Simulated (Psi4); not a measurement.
A dimer, N2 ··· HF (SMILES N#N and F), singlet; the first 2 atoms form monomer A.

```
4

N      0.5455     0.0000     0.0000
N     -0.5455     0.0000     0.0000
F     -1.8534    -2.2658     1.2982
H     -1.8290    -1.4139     0.9400
```

### Question
What interaction energy does SAPT0/jun-cc-pVDZ, frozen core (Psi4) give, and which attractive term is the largest?

### Answer
Total -1.22 kJ/mol: electrostatics -5.59, exchange 13.36, induction -5.03, dispersion -3.96. The most attractive term is electrostatics.
